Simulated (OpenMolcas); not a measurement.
## 4d4 along the 40-electron sequence

* Program: OpenMolcas
* Method: SS-CASPT2, IPEA 0.25 Eh, imaginary shift 0.1 Eh
* Basis: ANO-RCC-VQZP
* Scalar Hamiltonian: DKH2, point nucleus
* Spin-orbit coupling: RASSI with atomic mean-field integrals over the reference wave functions, term energies averaged over their components

Active space for each ion: 4 electrons in 10 orbitals (4d 5d); closed shells correlated by CASPT2: 4s 4p.

Computed levels in cm-1 above 5D0:

```csv
Level,Mo2+,Tc3+,Ru4+,Rh5+,Pd6+,Ag7+
5D1,244,345,483,662,893,1199
5D2,674,942,1292,1727,2270,2950
5D3,1235,1708,2300,3020,3880,4940
5D4,1891,2590,3450,4450,5640,7040
3P0(1),11370,14260,16470,18330,20120,21810
3P1(1),12610,16040,18880,21470,24100,26760
3H4,13060,15560,17780,19850,21920,24100
3H5,13650,16400,18960,21440,24040,26860
3H6,14190,17140,19950,22700,25600,28770
weight of 5D in the lowest level (%),98,98,97,96,94,93
```

Mixed levels, with the weight of the term that names them: Pd6+ 3H4 (74 %), Ag7+ 3H4 (70 %).

Measured, with the error of the calculation in %. Measured levels: Mo2+ from Sugar and Musgrove, J. Phys. Chem. Ref. Data 17, 155 (1988); Ag7+ from Atoms 5, 11 (2017), spectra Ag VII to Ag IX.

```json
{"Level": "5D1", "Mo2+": "242 (+0.6)", "Ag7+": "1340 (-10.5)"}
{"Level": "5D2", "Mo2+": "668 (+0.8)", "Ag7+": "3212 (-8.1)"}
{"Level": "5D3", "Mo2+": "1224 (+0.9)", "Ag7+": "5292 (-6.6)"}
{"Level": "5D4", "Mo2+": "1872 (+1.0)", "Ag7+": "7443 (-5.4)"}
{"Level": "3P0(1)", "Mo2+": "11149 (+2.0)", "Ag7+": "21309 (+2.3)"}
{"Level": "3P1(1)", "Mo2+": "12510 (+0.8)", "Ag7+": "26526 (+0.9)"}
{"Level": "3H4", "Mo2+": "12680 (+3.0)", "Ag7+": "23302 (+3.4)"}
{"Level": "3H5", "Mo2+": "13276 (+2.8)", "Ag7+": "26250 (+2.3)"}
{"Level": "3H6", "Mo2+": "13811 (+2.8)", "Ag7+": "28185 (+2.1)"}
```

The fine-structure level 5D4 changes by a factor of 3.72 from Mo2+ to Ag7+. Its fourth root runs 6.59, 7.13, 7.66, 8.17, 8.67, 9.16, with steps per unit of Z of 0.54, 0.53, 0.50, 0.50, 0.49; equal steps would mean a (Z - σ)^4 law with constant σ.

3P0(1) changes by a factor of 1.92 over the same range, with steps per unit of Z of +2890, +2210, +1860, +1790, +1690 cm-1.

CASPT2 breaks the degeneracy within a term, and the mean is taken; among the terms shown or strongly mixed into the levels shown the widest spread is 75 cm-1 (4d4 3G, Tc3+). Active for correlation alone: 5d; no level in the range computed is led by a configuration that fills it, so any true level of that kind is missing. Measured partners are found by configuration, term and J. A level has none where our copy of the source lacks it or the pairing is in doubt (some pairs that miss far off the trend of their configuration count as doubtful), and it then counts in no deviation. Levels of configurations outside the active space are missing.

A number in round brackets counts repeated terms of one configuration in the order of the reference energies.
